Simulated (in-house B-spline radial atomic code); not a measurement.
Atomic self-consistent-field run: neutral praseodymium. Method: Dirac-Kohn-Sham LDA VWN5, spherical fractional occupations, Fermi nucleus of rms radius 4.8919 fm, inside a hard spherical wall at 2.38 bohr. Calculated with a B-spline radial code for spherical atoms.

Command:
```bash
python run_scf.py task.json out
```
Settings (nuclear radius in fm, mass in u):
```
Z                59
configuration    [Xe] 4f3 6s2
hamiltonian      dirac
method           lda,vwn
spin_polarised   False
nucleus          fermi
rms_radius       4.8919
atomic_mass      140.90766
speed_of_light   137.035999084
wall_radius      2.38
```

Output (hartree, bohr):
```
 radial grid: 59 intervals, B-splines of order 8, outer radius 2.38 bohr

 iter        energy (Eh)    residual
    1       -9221.166356    3.99e-01
    2       -9221.454116    1.91e-01
    3       -9222.379711    1.18e-02
    4       -9222.380807    3.58e-03
    5       -9222.380966    1.27e-03
    6       -9222.380977    3.99e-05
    7       -9222.380977    6.47e-07
    8       -9222.380977    1.02e-07

 total energy                     -9222.38098
 kinetic                            9975.5728
 electron-nucleus                 -22677.1699
 Hartree                            3692.1333
 exchange-correlation               -212.9171

 first-order corrections (not in the total)
   Gaunt                             8.7713
   retardation                      -0.9180
   frequency dependence             -0.1014
   self-energy                       6.0385
   Uehling                          -0.9036
   Wichmann-Kroll                    0.0249

 orbital      occ     eigenvalue          <r>       <r^2>       <1/r>       r_max    small
 1s1/2      2.000     -1531.4173    0.0241138 0.000790853     64.6266     0.01543  4.77e-02
 2s1/2      2.000      -244.5582     0.102662   0.0124942     15.2658     0.08749  1.04e-02
 2p1/2      2.000      -231.1215    0.0860919  0.00914028     15.2554     0.06652  1.04e-02
 2p3/2      4.000      -213.4283    0.0923994   0.0103967     13.7653     0.07188  9.79e-03
 3s1/2      2.000       -51.1677     0.272515   0.0849916     5.51425      0.2497  3.20e-03
 3p1/2      2.000       -45.4383     0.262122   0.0798786     5.43186      0.2363  3.14e-03
 3p3/2      4.000       -41.9391     0.274491   0.0873715     5.05828      0.2479  2.96e-03
 3d3/2      4.000       -31.8978     0.245588   0.0711811      4.9289      0.1986  2.84e-03
 3d5/2      6.000       -31.1431      0.24946   0.0733017     4.83441      0.2019  2.79e-03
 4s1/2      2.000        -8.6996     0.627164    0.444753     2.27586      0.5811  9.80e-04
 4p1/2      2.000        -6.5686     0.646618    0.476853     2.16731      0.5898  9.09e-04
 4p3/2      4.000        -5.8257     0.676368    0.521581     2.03967      0.6154  8.46e-04
 4d3/2      4.000        -2.3402     0.739506    0.637147     1.80124      0.6371  6.85e-04
 4d5/2      6.000        -2.2136     0.750572    0.656079     1.76917      0.6457  6.68e-04
 5s1/2      2.000         0.1131       1.3559     2.00154    0.965556       1.356  2.62e-04
 5p1/2      2.000         0.7984      1.39966     2.13037    0.931783       1.435  2.58e-04
 5p3/2      4.000         0.9624      1.41983     2.19229    0.917011       1.474  2.61e-04
 4f5/2      1.286         1.6558      0.99861     1.18047     1.24586      0.7312  3.54e-04
 4f7/2      1.714         1.6685       1.0037     1.19096     1.23775      0.7377  3.50e-04
 6s1/2      2.000         4.6809      1.44417     2.39956     1.05528       1.892  4.91e-04

 Slater integrals (Eh)
   F0(4f5/2,4f5/2)               0.904860
   F2(4f5/2,4f5/2)               0.432566
   F4(4f5/2,4f5/2)               0.271690
   F0(4f5/2,4f7/2)               0.902394
   F2(4f5/2,4f7/2)               0.431693
   F4(4f5/2,4f7/2)               0.271210
   G2(4f5/2,4f7/2)               0.431119
   G4(4f5/2,4f7/2)               0.270871
   G6(4f5/2,4f7/2)               0.194990
   F0(4f5/2,6s1/2)               0.716436
   G3(4f5/2,6s1/2)               0.093174
   F0(4f7/2,4f7/2)               0.899955
   F2(4f7/2,4f7/2)               0.430851
   F4(4f7/2,4f7/2)               0.270754
   F6(4f7/2,4f7/2)               0.194923
   F0(4f7/2,6s1/2)               0.715211
   G3(4f7/2,6s1/2)               0.093372
   F0(6s1/2,6s1/2)               0.618827
```

Time taken, with all properties: 0.74 s on 1 thread of Arm Neoverse V1, on a shared host.

For the Dirac Hamiltonian the kinetic term is c α·p + (β - 1)c².
